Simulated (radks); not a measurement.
Pt II, configuration [Xe] 4f14 5d9.

Calculated with a radial shooting solver on a logarithmic mesh with Libxc functionals: Dirac Kohn-Sham, PBEsol, spin-unpolarised, spherical densities, finite nucleus; open shells fill j = l - 1/2 first; Fermi nuclear charge, rms radius 5.427 fm.

Energy parts (hartree):
total: -18437.3904
kinetic: 21079.2484
electron-nucleus: -46329.7191
Hartree: 7164.8238
exchange-correlation: -351.7435

Orbitals (lengths in bohr, moments of r in powers of bohr; r(90%) holds 90 % of the orbital's charge):
orbital  occ.  eigenvalue (hartree)  r(90%)
1s1/2       2             -2875.731  0.0313
2s1/2       2             -505.0905   0.112
2p1/2       2             -484.3012  0.0984
2p3/2       4             -420.8022   0.110
3s1/2       2             -118.8515   0.275
3p1/2       2             -109.4796   0.266
3p3/2       4             -95.52303   0.288
3d3/2       4             -79.84603   0.261
3d5/2       6             -76.83660   0.267
4s1/2       2             -25.75658   0.596
4p1/2       2             -21.77520   0.608
4p3/2       4             -18.44790   0.656
4d3/2       4             -11.91027   0.690
4d5/2       6             -11.29141   0.707
4f5/2       6              -2.93800   0.828
4f7/2       8              -2.81105   0.840
5s1/2       2              -4.03141    1.37
5p1/2       2              -2.76092    1.50
5p3/2       4              -2.21174    1.66
5d3/2       4              -0.55602    2.52
5d5/2       5              -0.50557    2.64

The highest occupied level is 5d5/2 at -13.757 eV. The electron density at the nucleus is 1.972e+06 e/bohr^3. Summed over all electrons, <r^2> = 48.94 bohr^2, which gives a Langevin (diamagnetic) susceptibility term of -38.8 x 10^-6 cm^3/mol. The density falls to 0.001 e/bohr^3 at r = 3.84 bohr.
